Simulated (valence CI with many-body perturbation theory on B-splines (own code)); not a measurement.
**Hyperfine factors and g values of Pr54+**

Computed by configuration interaction combined with many-body perturbation theory (CI+MBPT): three valence electrons over a frozen Dirac-Fock core [He], a basis of 11 s, 11 p, 9 d, 7 f, 5 g, 2 h, 1 i functions for each j, with the one-electron correlation potential Σ1 (screened to all orders), the two-electron term Σ2, the three-electron term Σ3, Breit, model QED; selected single and double excitations, second order for the rest (own B-spline code, finite nucleus).

No measured spectrum was set against this ion. As an estimate, large intervals hold to a few tenths of a per cent, small ones and those within an open d or f shell to about a per cent.

A/g_I is the dipole constant over the nuclear g factor μ/I (μ in nuclear magnetons, uniformly magnetised nucleus), B/Q the quadrupole constant per barn. Both hold the static response of the core; the bare values leave it out. Large factors of s and p1/2 electrons are usually good to 5 to 10 %; those of open d and f shells near neutrality can be off by tens of per cent, and small factors of p3/2, d and f electrons come from cancelling terms and can be off by a factor of two or in sign, in half-filled shells by more. B is blank for J = 1/2, where it vanishes, and for nearly pure S terms. Energies count from the lowest level.

Levels are named by their leading jj configuration (3d3/2^4 stands for four electrons in 3d with j = 3/2), which in mixed levels can hold well under half, so a name can repeat and another be missing. Letters in brackets count levels of one name in rising energy.

| Level | E (× 10³ cm⁻¹) | g | A/g_I (MHz) | A/g_I bare | B/Q (MHz/b) | B/Q bare |
| --- | --- | --- | --- | --- | --- | --- |
| (2s^2 2p1/2) J=1/2 | 0.00 | 0.635 | 2900000 | 2880000 |  |  |
| (2s 2p1/2^2) J=1/2 | 1510.4 | 2.123 | 8780000 | 8680000 |  |  |
| (2s^2 2p3/2) J=3/2 | 4269.4 | 1.311 | 412000 | 422000 | 793000 | 795000 |
| (2s 2p1/2 2p3/2) J=3/2 [a] | 5322.7 | 1.645 | 2230000 | 2210000 | 626000 | 627000 |
| (2s 2p1/2 2p3/2) J=5/2 | 5600.7 | 1.337 | 2600000 | 2590000 | 594000 | 596000 |
| (2s 2p1/2 2p3/2) J=1/2 | 6042.0 | 1.238 | -3070000 | -3010000 |  |  |
| (2s 2p1/2 2p3/2) J=3/2 [b] | 6049.3 | 0.971 | 30900 | 50500 | 462000 | 462000 |
| (2p1/2^2 2p3/2) J=3/2 | 7648.0 | 1.342 | 374000 | 395000 | 746000 | 747000 |
| (2s 2p3/2^2) J=5/2 | 9737.5 | 1.415 | 2140000 | 2120000 | 195000 | 195000 |
| (2s 2p3/2^2) J=1/2 | 10400 | 1.900 | 8970000 | 8850000 |  |  |
| (2s 2p3/2^2) J=3/2 | 10407 | 1.184 | -1300000 | -1260000 | -141000 | -141000 |
| (2p1/2 2p3/2^2) J=3/2 | 11627 | 1.439 | -110000 | -82100 | 74600 | 74700 |
| (2p1/2 2p3/2^2) J=5/2 | 11796 | 1.176 | 894000 | 904000 | -2990 | -2990 |
| (2p1/2 2p3/2^2) J=1/2 | 12140 | 0.635 | 2910000 | 2880000 |  |  |
| (2p3/2^3) J=3/2 | 16180 | 1.287 | 402000 | 420000 | -819000 | -821000 |
| (2s^2 3s) J=1/2 | 50996 | 1.990 | 2640000 | 2620000 |  |  |
| (2s^2 3p1/2) J=1/2 | 51512 | 0.668 | 861000 | 856000 |  |  |
| (2s 2p1/2 3s) J=1/2 [a] | 52011 | 2.371 | 5050000 | 4990000 |  |  |
| (2s 2p1/2 3s) J=3/2 | 52175 | 1.550 | 4700000 | 4650000 | -91300 | -91500 |
| (2s 2p1/2 3s) J=1/2 [b] | 52364 | 0.729 | 4570000 | 4530000 |  |  |
| (2s 2p1/2 3p1/2) J=1/2 [a] | 52447 | 0.266 | -547000 | -531000 |  |  |
| (2s 2p1/2 3p1/2) J=3/2 | 52624 | 1.111 | 4200000 | 4160000 | -99800 | -99900 |
| (2s^2 3p3/2) J=3/2 | 52789 | 1.333 | 246000 | 248000 | 219000 | 219000 |
| (2s 2p1/2 3p1/2) J=1/2 [b] | 52883 | 1.966 | 9010000 | 8900000 |  |  |
| (2s^2 3d3/2) J=3/2 | 53159 | 0.796 | 115000 | 115000 | 39400 | 39800 |
| (2s^2 3d5/2) J=5/2 | 53505 | 1.193 | 66300 | 66000 | 62700 | 63300 |
| (2p1/2^2 3s) J=1/2 | 53764 | 1.716 | 252000 | 252000 |  |  |
| (2s 2p1/2 3p3/2) J=3/2 [a] | 53783 | 1.399 | 456000 | 455000 | 228000 | 228000 |
| (2s 2p1/2 3p3/2) J=5/2 | 53985 | 1.330 | 2400000 | 2380000 | 122000 | 122000 |
| (2s 2p1/2 3p3/2) J=3/2 [b] | 54008 | 1.246 | 1340000 | 1330000 | 129000 | 129000 |
| (2s 2p1/2 3d3/2) J=3/2 [a] | 54074 | 0.561 | -784000 | -772000 | 52000 | 52400 |
| (2s 2p1/2 3p3/2) J=1/2 | 54148 | 1.586 | -1440000 | -1420000 |  |  |
| (2p1/2^2 3p1/2) J=1/2 | 54222 | 0.573 | -599000 | -590000 |  |  |
| (2s 2p1/2 3d3/2) J=5/2 | 54265 | 1.025 | 2270000 | 2250000 | -44000 | -43700 |
| (2s 2p1/2 3d3/2) J=3/2 [b] | 54391 | 1.204 | 2310000 | 2280000 | 76900 | 77100 |
| (2s 2p1/2 3d3/2) J=1/2 | 54486 | 0.494 | -2360000 | -2340000 |  |  |
| (2s 2p1/2 3d5/2) J=5/2 [a] | 54509 | 1.322 | 693000 | 684000 | 49100 | 49600 |
| (2s 2p1/2 3d5/2) J=7/2 | 54687 | 1.236 | 1720000 | 1700000 | -62300 | -61900 |
| (2s 2p1/2 3d5/2) J=5/2 [b] | 54773 | 1.061 | 191000 | 192000 | 132000 | 133000 |
| (2s 2p1/2 3d5/2) J=3/2 | 54775 | 1.083 | -2120000 | -2090000 | 16700 | 17000 |

Take the isotope of mass number 141, with I = 5/2, μ = 4.266 μN and Q = -0.0589 b. What is the hyperfine structure of (2s 2p1/2 2p3/2) J=5/2?

From the table A = 4440000 MHz, B = -35000 MHz. Shifts from the centre of gravity in MHz: F = 0: -3.89e+07, F = 1: -3.44e+07, F = 2: -2.55e+07, F = 3: -1.22e+07, F = 4: 5560000, F = 5: 2.77e+07.
